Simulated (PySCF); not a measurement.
Gas-phase reaction: borazine + 3 H ⇌ 3 BH2 + 3 NH, at 800 K and a standard pressure of 1 bar. Level: ωB97X-V/def2-TZVP†.

Method: PySCF energies plus ideal-gas RRHO corrections (1 bar). S°(298 K) at PBE0/def2-TZVP differs from the NASA 1993 table for BH2 (+14 J/mol/K); whether the harmonic model or the table's entry is off was not settled. † marks an energy on the PBE0/def2-TZVP geometry and frequencies. Open shells (unrestricted): H (multiplicity 2), BH2 (multiplicity 2), NH (multiplicity 3); the rest are closed-shell singlets. The harmonic model lacks anharmonicity and excited electronic states, which grow with temperature; levels with a mode under 35 cm⁻¹ are left out.

```
species       E (Ha)  H(800 K) − E (kJ/mol)  S°(800 K) (J/mol/K)
--------  ----------  ---------------------  -------------------
borazine  -242.68628                  339.4                431.1
H           -0.50052                   16.6                135.2
BH2        -25.92764                   67.4                231.8
NH         -55.22103                   43.1                210.0
```
E: electronic energy; H − E holds the zero-point and thermal terms. 1 Ha = 2625.5 kJ/mol.

**Question.** Work out ΔH°, ΔS°, ΔG° and log10 K from these numbers.

**Answer.** 1. ΔE = 3×(-25.92764) + 3×(-55.22103) − 1×(-242.68628) − 3×(-0.50052) = 0.74183 Ha = 1947.7 kJ.
2. Δ(H − E) = 3×(67.4) + 3×(43.1) − 1×(339.4) − 3×(16.6) = -57.7 kJ, so ΔH° = 1890.0 kJ.
3. ΔS° = 3×(231.8) + 3×(210.0) − 1×(431.1) − 3×(135.2) = 488.7 J/K; the number of gas molecules changes by +2.
4. ΔG° = ΔH° − TΔS° = 1890.0 − 800×(488.7)/1000 = 1499.0 kJ.
5. log10 K = −ΔG°/(RT ln 10) = -97.85, with RT ln 10 = 15.32 kJ/mol; at standard pressures the reactants are favoured.
6. A shift of 10 kJ in ΔE would move log10 K by 0.65 here.
For scale, ΔH°(298 K) is 1896 kJ at this level, 1918 kJ at ωB97M-V/def2-TZVP†, and runs from 1307 to 2342 kJ over the 18 levels computed.
